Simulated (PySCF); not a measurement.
Os(CO) (COOs), SMILES [Os]<-[C-]#[O+] (connectivity only; charge and spin as stated), neutral, multiplicity 3.

Geometry: B3LYP-D3(BJ)/def2-TZVP. The multiplicity is an assumed one; other spin states were not compared. The def2 effective core potentials stand for the cores of Os; spin–orbit coupling is left out.

Method: PySCF with M06-2X/def2-TZVPD.

```
Item                                                              Result
-----------------------------------------------  -----------------------
total energy                                          -203.83842 hartree
point group                                                          C∞v
α spin, highest occupied and lowest empty level       -7.92 and -1.33 eV
β spin, highest occupied and lowest empty level       -6.68 and -3.17 eV
dipole moment                                                     3.88 D
mean static polarisability                          55.4 bohr³ (8.21 Å³)
polarisability, principal values                  47.7, 47.7, 70.7 bohr³
⟨S²⟩                                             2.011 (pure state 2.00)
```
